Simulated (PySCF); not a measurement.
Al(F)(OH)(OSiH3) (AlFH4O2Si), SMILES [OH][Al]([F])[O][SiH3].

Geometry: PBE-D3(BJ)/def2-SVP. The structure was generated by enumeration; whether it is a known compound was not checked. The values are those of a single conformer.

The numbers are results of TDA-B3LYP/def2-SVPD in PySCF 2.14.0, not measurements.

Vertical excitations. Gas-phase values at a fixed geometry.

Computed lowest excited states:
```csv
state,energy (eV),λ (nm),f,main pairs
S1,6.25,198,0.004,HOMO→LUMO 97 %
S2,6.28,197,0.000,HOMO−1→LUMO 95 %
S3,6.88,180,0.046,HOMO−2→LUMO 96 %
S4,7.33,169,0.041,HOMO−3→LUMO 94 %
S5,7.80,159,0.001,HOMO→LUMO+1 97 %
S6,7.87,158,0.002,HOMO→LUMO+2 85 %
S7,7.94,156,0.001,HOMO−1→LUMO+2 88 %
S8,8.08,153,0.101,HOMO−1→LUMO+1 95 %
S9,8.15,152,0.030,HOMO−4→LUMO 90 %
S10,8.26,150,0.018,HOMO−5→LUMO 91 %
T1,6.07,204,0,HOMO→LUMO 94 %
T2,6.08,204,0,HOMO−1→LUMO 91 %
T3,6.50,191,0,HOMO−2→LUMO 91 %
T4,6.92,179,0,HOMO−3→LUMO 95 %
```
Triplets are in the Tamm–Dancoff approximation.
